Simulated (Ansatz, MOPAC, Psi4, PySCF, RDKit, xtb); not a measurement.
Noncovalent pair: CH3Cl (SMILES CCl) (first 5 atoms) with C2H6 (SMILES CC); geometry from B3LYP-D3(BJ)/def2-TZVP, rigid monomers moved along the line of their centres of mass till H4···H8 is 2.38 Å.
(charge 0, multiplicity 1):
```csv
atom,x (Å),y (Å),z (Å)
C,-0.6717,-0.9111,0.8401
Cl,-0.8430,0.8742,0.7990
H,-0.5880,-1.2688,-0.1815
H,0.2218,-1.1551,1.4063
H,-1.5509,-1.3272,1.3220
C,0.6817,0.3640,4.0617
C,-0.6684,-0.3338,4.1968
H,1.0040,0.4086,3.0200
H,1.4566,-0.1529,4.6316
H,0.6320,1.3914,4.4268
H,-1.4333,0.1761,3.6089
H,-1.0037,-0.3525,5.2357
H,-0.6184,-1.3692,3.8521
```

Counterpoise-corrected where a basis set is named; no monomer relaxation. Rows marked so take none. RDKit's UFF carries no charges.

Correlated levels freeze the cores. Rows in 3-21G carry no dispersion term and start afresh at each structure. The state reached by PM3 isn't checked.

Programs: Ansatz (Gaussian orbitals); MOPAC for PM3 (differences of heats of formation); Psi4 for SAPT; PySCF for 3-21G rows; RDKit for the force fields; xtb for the GFN methods. Values without a source in brackets are computed.

| level | interaction energy (kcal/mol) |
|---|---|
| UFF | -0.82 |
| GFN-FF | -0.93 |
| PM3 | -0.40 |
| GFN2-xTB | -0.61 |
| HF/3-21G (no counterpoise) | 1.19 |
| PBE0/def2-TZVPPD | 0.59 |
| wB97X-V/def2-TZVPPD | -1.09 |
| wB97M-V/def2-TZVPPD | -1.18 |
| SAPT0/jun-cc-pV(D+d)Z | [?] |

What belongs in the gaps?


- SAPT0/jun-cc-pV(D+d)Z, interaction energy (kcal/mol): -0.07

Ansatz is a program for electronic structure.
